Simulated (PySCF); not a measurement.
Oscillator strengths, rates and cross-sections

C6H10NP.
Atom-mapped SMILES: `[CH3:1][P:2]([CH3:3])[n:4]1[cH:5][cH:6][cH:7][cH:8]1` (hydrogens: H9, H10, H11 on C1; H12, H13, H14 on C3; H15 on C5; H16 on C6; H17 on C7; H18 on C8)

Computed with PySCF 2.14.0, density-fitted response routines, TDDFT CAM-B3LYP/def2-SVPD, vertical, gas phase, core orbitals frozen in the response. Geometry: GFN2-xTB, one conformer, isolated molecule. Torsions of this conformer, `[CH3:1][P:2]([CH3:3])[n:4]1[cH:5][cH:6][cH:7][cH:8]1`: C1–P2–N4–C5 130°.

Computed singlets with f of 0.002 or more:

| state | E (eV) | f |
| --- | --- | --- |
| S1 | 6.25 | 0.0046 |
| S2 | 6.25 | 0.058 |
| S3 | 6.42 | 0.0060 |
| S4 | 6.50 | 0.028 |
| S5 | 6.76 | 0.227 |
| S6 | 6.84 | 0.024 |
| S7 | 7.00 | 0.015 |
| S8 | 7.06 | 0.117 |

Q: Turn these into Einstein A coefficients, radiative lifetimes, transition dipoles and integrated cross-sections.

A: A / s⁻¹ = 0.6670 f (ν̃ / cm⁻¹)² and τ = 1/A in vacuum; |μ| follows from f = (2/3) ΔE |μ|² (atomic units, 1 au = 2.5417 D); ∫σ dE = 109.76 f Mb·eV.

```csv
state,A (s⁻¹),τ,|μ| (D),∫σ dE (Mb·eV)
S1,7.7×10⁶,130 ns,0.44,0.5
S2,9.9×10⁷,10 ns,1.57,6.4
S3,1.1×10⁷,93 ns,0.50,0.66
S4,5.2×10⁷,19 ns,1.07,3.1
S5,4.5×10⁸,2.2 ns,2.97,25
S6,4.8×10⁷,21 ns,0.95,2.6
S7,3.2×10⁷,32 ns,0.75,1.6
S8,2.5×10⁸,4 ns,2.09,13
```

Leading configurations: S1 H→L (48%); S2 H→L+2 (63%); S3 H→L+3 (61%); S4 H→L+1 (26%); S5 H-2→L (33%); S6 H→L+1 (30%); S7 H→L+4 (36%); S8 H-2→L+1 (76%) (H = HOMO, L = LUMO).

The rates are for emission to S0 at the absorption energy, with no other channel.

Q: How much energy does a mole of photons resonant with S5 carry?

A: 6.759 eV × 96.485 = 652 kJ/mol (156 kcal/mol).

Q: What is the integrated cross-section of all computed states together?

A: Σf = 0.479 over S1 to S8, so 109.76 × Σf ≈ 52.6 Mb·eV.

Q: By what factor does the largest A in the list exceed the smallest?

A: S5 has 58 times the rate of S1.

Cost: about 2.5 min of CPU time on one thread; the machine was shared, so the figure is rough.
